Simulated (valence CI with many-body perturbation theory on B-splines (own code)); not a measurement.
E1 transitions of Pb LXXVII

Method: configuration interaction combined with many-body perturbation theory (CI+MBPT): four valence electrons over a frozen Dirac-Fock core [He], radial functions for each j: 11 s, 11 p, 10 d, 8 f, 5 g, 2 h, with the one-electron correlation potential Σ1 (screened to all orders), the two-electron term Σ2, the three-electron term Σ3, Breit, model QED; selected single and double excitations, second order for the rest, scaled by the run's own slope (own B-spline code, finite nucleus).

No measured spectrum was set against this ion. As an estimate, large intervals hold to a few tenths of a per cent, small ones and those within an open d or f shell to about a per cent. Among the levels kept, up to 1200 cm⁻¹ of a level comes from second order outside the variational space, and about a tenth of that is noise between levels of different J, which matters for small intervals.

Lines 101 to 150 of 513 in falling wavelength, among levels below 154220 × 10³ cm⁻¹, chosen from the strongest by gf and those to the six lowest levels. Wavelengths and rates use the calculated energies. Electric multipoles are in the length gauge, E1 and E2 with the static RPA response of the core. Weak lines are less certain than strong ones. Lines between different terms over intervals too small for the method are left out, as are lines whose strength nearly cancels. The highest levels of a list are the least certain.

Levels are named by their leading jj configuration (3d3/2^4 stands for four electrons in 3d with j = 3/2), which in mixed levels can hold well under half, so a name can repeat and another be missing. Letters in brackets count levels of one name in rising energy.

```tsv
λ vac (nm)	Upper	Lower	A (s⁻¹)	log gf	Branch %
1.574	(2s^2 2p3/2 3p3/2) J=3	(2s^2 2p3/2 3s) J=2	4.00e+12	0.02	22.7
1.573	(2s 2p3/2^2 3p3/2) J=4	(2s 2p3/2^2 3s) J=3	4.01e+12	0.13	24.6
1.570	(2s 2p1/2 2p3/2 3p3/2) J=3 [a]	(2s 2p1/2 2p3/2 3s) J=2 [a]	3.95e+12	0.01	5.9
1.565	(2s 2p3/2^2 3p3/2) J=3	(2s 2p3/2^2 3s) J=3	2.28e+12	-0.23	0.7
1.563	(2s 2p1/2 2p3/2 3p3/2) J=3 [b]	(2s 2p1/2 2p3/2 3s) J=2 [b]	1.32e+12	-0.47	0.2
1.560	(2s 2p1/2 2p3/2 3d3/2) J=2 [b]	(2s 2p1/2 2p3/2 3p1/2) J=3	6.89e+11	-0.90	0.0
1.559	(2s 2p1/2 2p3/2 3p3/2) J=1 [b]	(2s 2p1/2 2p3/2 3s) J=2 [b]	3.07e+12	-0.47	0.3
1.558	(2s 2p1/2 2p3/2 3p3/2) J=4	(2s 2p1/2 2p3/2 3s) J=3	3.11e+12	0.01	39.5
1.551	(2s 2p1/2 2p3/2 3d3/2) J=2 [d]	(2s 2p1/2 2p3/2 3p1/2) J=2 [c]	6.95e+11	-0.90	0.0
1.549	(2s 2p1/2 2p3/2 3p3/2) J=2 [d]	(2s 2p1/2 2p3/2 3s) J=2 [c]	1.65e+12	-0.53	0.5
1.546	(2s^2 2p1/2 3p3/2) J=2	(2s^2 2p1/2 3s) J=1	4.17e+12	-0.13	38.5
1.544	(2s^2 2p1/2 3p3/2) J=1	(2s^2 2p1/2 3s) J=1	1.47e+12	-0.80	17.7
1.544	(2s^2 2p1/2 3d3/2) J=1	(2s^2 2p1/2 3p1/2) J=1	1.02e+12	-0.96	0.0
1.541	(2s 2p1/2 2p3/2 3p3/2) J=0 [a]	(2s 2p1/2 2p3/2 3s) J=1 [a]	3.71e+12	-0.88	0.5
1.541	(2s 2p1/2 2p3/2 3p3/2) J=1 [c]	(2s 2p1/2 2p3/2 3s) J=1 [c]	1.81e+12	-0.71	0.5
1.537	(2s^2 2p1/2 3p3/2) J=1	(2s^2 2p1/2 3s) J=0	2.89e+12	-0.51	35.0
1.536	(2p1/2^2 2p3/2 3p3/2) J=2	(2p1/2^2 2p3/2 3s) J=1	2.08e+12	-0.43	0.3
1.534	(2s 2p1/2 2p3/2 3p3/2) J=0 [b]	(2s 2p1/2 2p3/2 3s) J=1 [b]	3.18e+12	-0.95	6.1
1.533	(2s 2p1/2 2p3/2 3p3/2) J=2 [b]	(2s 2p1/2 2p3/2 3s) J=3	9.54e+11	-0.77	0.2
1.531	(2s 2p3/2^2 3p3/2) J=2	(2s 2p3/2^2 3s) J=2 [a]	3.09e+12	-0.26	0.4
1.531	(2s 2p1/2^2 3p3/2) J=2	(2s 2p1/2^2 3s) J=1	4.03e+12	-0.15	4.4
1.528	(2s 2p1/2 2p3/2 3p3/2) J=2 [d]	(2s 2p1/2 2p3/2 3s) J=1 [b]	2.52e+12	-0.36	0.7
1.524	(2s^2 2p3/2 3p3/2) J=2	(2s^2 2p3/2 3s) J=1	2.29e+12	-0.40	12.0
1.524	(2s 2p1/2 2p3/2 3p3/2) J=1 [c]	(2s 2p1/2 2p3/2 3s) J=0	2.11e+12	-0.66	0.5
1.521	(2s 2p1/2^2 3p3/2) J=1	(2s 2p1/2^2 3s) J=1	1.52e+12	-0.80	0.2
1.517	(2s 2p1/2 2p3/2 3p3/2) J=2 [a]	(2s 2p1/2 2p3/2 3s) J=2 [a]	1.34e+12	-0.63	0.2
1.515	(2p1/2^2 2p3/2 3p3/2) J=2	(2p1/2^2 2p3/2 3s) J=2	2.07e+12	-0.45	0.3
1.510	(2s 2p1/2 2p3/2 3p3/2) J=1 [d]	(2s 2p1/2 2p3/2 3s) J=1 [b]	2.76e+12	-0.55	3.1
1.505	(2s^2 2p3/2 3p3/2) J=2	(2s^2 2p3/2 3s) J=2	2.26e+12	-0.42	11.8
1.505	(2s 2p1/2 2p3/2 3p3/2) J=3 [b]	(2s 2p1/2 2p3/2 3s) J=3	2.18e+12	-0.29	0.3
1.495	(2s^2 2p3/2 3d5/2) J=2	(2s 2p1/2 2p3/2 3s) J=2 [a]	6.05e+11	-0.99	0.0
1.480	(2p1/2^2 2p3/2 3p3/2) J=0	(2p1/2^2 2p3/2 3s) J=1	4.71e+12	-0.81	0.8
1.470	(2s 2p3/2^2 3p3/2) J=2	(2s 2p3/2^2 3s) J=3	1.09e+12	-0.75	0.1
1.467	(2s^2 2p3/2 3p3/2) J=0	(2s^2 2p3/2 3s) J=1	5.11e+12	-0.78	21.6
1.446	(2s 2p1/2 2p3/2 3p3/2) J=3 [c]	(2s 2p1/2 2p3/2 3s) J=2 [b]	5.41e+11	-0.93	0.1
0.4826	(2s 2p3/2^2 3p3/2) J=3	(2s^2 2p3/2 3p3/2) J=2	6.03e+12	-0.83	1.8
0.4767	(2s 2p3/2^2 3s) J=3	(2s^2 2p3/2 3s) J=2	8.04e+12	-0.72	4.1
0.4766	(2s 2p3/2^2 3p3/2) J=4	(2s^2 2p3/2 3p3/2) J=3	7.28e+12	-0.65	44.8
0.4753	(2s 2p3/2^2 3p1/2) J=3	(2s^2 2p3/2 3p1/2) J=2	7.68e+12	-0.74	1.1
0.4753	(2s 2p3/2^2 3p1/2) J=2 [a]	(2s^2 2p3/2 3p1/2) J=1	6.93e+12	-0.93	2.3
0.4744	(2s 2p1/2 2p3/2^2) J=2 [a]	(2s^2 2p1/2 2p3/2) J=1	8.20e+12	-0.86	97.6
0.4712	(2p1/2 2p3/2^2 3s) J=2 [a]	(2s 2p1/2 2p3/2 3s) J=1 [c]	1.67e+13	-0.56	10.2
0.4703	(2p1/2 2p3/2^2 3p1/2) J=1 [a]	(2s 2p1/2 2p3/2 3p1/2) J=0	1.36e+13	-0.87	1.1
0.4694	(2s 2p1/2 2p3/2^2) J=3	(2s^2 2p1/2 2p3/2) J=2	7.92e+12	-0.74	99.5
0.4690	(2p1/2 2p3/2^2 3p1/2) J=2 [a]	(2s 2p1/2 2p3/2 3p1/2) J=1 [b]	1.84e+13	-0.52	1.5
0.4677	(2p1/2 2p3/2^2 3s) J=3	(2s 2p1/2 2p3/2 3s) J=2 [c]	2.08e+13	-0.32	10.7
0.4674	(2p1/2 2p3/2^2 3p1/2) J=2 [b]	(2s 2p1/2 2p3/2 3p1/2) J=1 [c]	2.34e+13	-0.42	2.0
0.4671	(2p1/2 2p3/2^2 3s) J=1 [a]	(2s 2p1/2 2p3/2 3s) J=0	1.30e+13	-0.89	2.4
0.4669	(2s 2p3/2^2 3p3/2) J=2	(2s^2 2p3/2 3p3/2) J=1	1.01e+13	-0.78	1.3
0.4667	(2p1/2 2p3/2^2 3p1/2) J=3	(2s 2p1/2 2p3/2 3p1/2) J=2 [c]	2.36e+13	-0.27	1.9
```
